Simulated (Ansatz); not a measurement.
H5Au3: single points at one geometry.

```yaml
crystal:
  periodic: [false, false, false]
  atoms:
    - {symbol: Au, position_ang: [-0.272987, -1.660155, 0.247642]}
    - {symbol: Au, position_ang: [-0.692122, 1.039087, 0.737342]}
    - {symbol: Au, position_ang: [1.173802, 0.055135, -1.211806]}
    - {symbol: H, position_ang: [1.902892, -1.126506, -1.988146]}
    - {symbol: H, position_ang: [-1.765907, 0.659903, 1.841330]}
    - {symbol: H, position_ang: [-1.081394, 2.552930, 1.169164]}
    - {symbol: H, position_ang: [0.245666, -3.065483, -0.319767]}
    - {symbol: H, position_ang: [0.490051, 1.545088, -0.475758]}
basis:
  gaussian: {orbitals: def2-TZVP, initial_orbitals: start.molden}
magnetization: {spin_polarized: true, initial_magnetization: 2}
hamiltonian: {xc: {name: wB97X-V}}
scf: {omitted_lower_state_checks: [starts]}
output: {orbitals: {seedname: orbitals}}
```

The file start.molden holds the orbitals of an earlier run on this structure, at another level or in another basis.

```sh
$ ansatz run in.yaml --threads 4 --pin off --events-out ev --progress --plain --max-ram 3916MiB
```

Shortened log:

```
Functional definition: wB97X-V
1303 factors; their error is unknown
345 factors; integrals over basis functions are off by at most 1.2e-5 eV
mean field evaluation 1: about -11157.0845 eV, gradient 4.7e0 eV
mean field evaluation 2: about -11157.1855 eV, gradient 1.4e-1 eV
mean field evaluation 4: about -11157.2536 eV, gradient 7.1e-4 eV
mean field -11157.25361257 eV, -410.0215076040 hartree, gradient 2.1e-5 eV, S^2 2.031640; 0 other end points of the search recorded, 0 dependent functions left out
reference -11157.25361179 eV, -410.0215075753 hartree; 32, 30 occupied and 118, 120 virtual orbitals, 1303 factors
Total energy: -11157.25361179 eV, -410.0215075753 hartree
Checks for a lower state left out: starts
```

Run time 11 s (4 threads of Arm Neoverse V2 on a shared host), peak host memory 0.82 GiB.

As the first input, with `hamiltonian: {xc: {name: LC-wPBE}}` (abridged; 3.3 s):

```
Functional definition: LC-wPBE
mean field -11162.03346199 eV, -410.1971638299 hartree, gradient 1.6e-5 eV, S^2 2.047998
Total energy: -11162.03346200 eV, -410.1971638304 hartree
Checks for a lower state left out: starts
```

First input, but with `hamiltonian: {xc: {name: CAM-B3LYP}, dispersion: d4}` (abridged; 3.9 s):

```
Functional definition: CAM-B3LYP
mean field -11156.41757363 eV, -409.9907837393 hartree, gradient 2.1e-5 eV, S^2 2.026873
Total energy: -11156.66176818 eV, -409.9997577237 hartree
Checks for a lower state left out: starts
```

The first input with `hamiltonian: {xc: {name: BHLYP}, dispersion: d4}` (abridged; 4.2 s):

```
Functional definition: BHLYP
mean field -11148.32661883 eV, -409.6934466349 hartree, gradient 1.6e-5 eV, S^2 2.032843
Total energy: -11148.77358253 eV, -409.7098722477 hartree
Checks for a lower state left out: starts
```

The first input with `hamiltonian: {xc: pbe, dispersion: d4}` (abridged; 2.6 s):

```
Functional definition: PBE
mean field -11164.10212685 eV, -410.2731858615 hartree, gradient 1.6e-5 eV, S^2 2.006341
Total energy: -11164.37291224 eV, -410.2831370409 hartree
Checks for a lower state left out: starts
```

First input, but with `hamiltonian: {xc: pbe0, dispersion: d4}` (abridged; 4 s):

```
Functional definition: PBE0
mean field -11160.00970278 eV, -410.1227920507 hartree, gradient 1.1e-5 eV, S^2 2.017777
Total energy: -11160.24125381 eV, -410.1313013942 hartree
Checks for a lower state left out: starts
```

As the first input, with `hamiltonian: {xc: {name: revPBE}, dispersion: d4}` (abridged; 2.6 s):

```
Functional definition: revPBE
mean field -11167.86982772 eV, -410.4116463148 hartree, gradient 1.6e-5 eV, S^2 2.006804
Total energy: -11168.49517610 eV, -410.4346274438 hartree
Checks for a lower state left out: starts
```

Geometry: r2SCAN-D4/def2-SVP.

In the def2 sets Au takes a core potential; there is no spin–orbit coupling. LC-ωPBE has ω = 0.4 bohr⁻¹. At PBE0-D4/def2-TZVP a singlet of charge 0 lies 1.73 eV below the triplet, each at its own geometry. Another isomer (singlet) lies 0.05 eV lower at ωB97X-V/def2-TZVP.
